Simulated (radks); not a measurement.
Results of a calculation; reference values are marked as such.
Task: Sm XLIX, configuration [Ne] 3s2 3p2. Level of theory: scalar-relativistic Kohn-Sham, LB94 model potential, spin-polarised, spherical densities, finite nucleus; open shells are filled with parallel spins first (spin-orbit coupling, left out, can overturn this in heavy ions); Fermi nuclear charge, rms radius 5.0819 fm (a radial shooting solver on a logarithmic mesh with Libxc functionals). Some entries of the table are withheld. Estimate them.

orbital  occ.  eigenvalue (hartree)  <r^2> (bohr^2)  r(max) (bohr)
1s down     1             -1845.460       0.0007020        0.01448
1s up       1             -1845.458       0.0007021        0.01448
2s up       1             -400.1003         0.01075        0.08158
2s down     1             -400.0662         0.01076        0.08163
2p up       3                   (1)        0.008568            (2)
2p down     3                   (3)        0.008582            (4)
3s up       1             -160.5626         0.06088         0.2194
3s down     1             -160.0963         0.06074         0.2190
3p up       2             -151.7201         0.05829         0.2118
3p down     0             -151.3132         0.05810         0.2113

Result: 
(1) 2p up eigenvalue (hartree): -370.9512
(2) 2p up r(max) (bohr): 0.06576
(3) 2p down eigenvalue (hartree): -370.8105
(4) 2p down r(max) (bohr): 0.06580
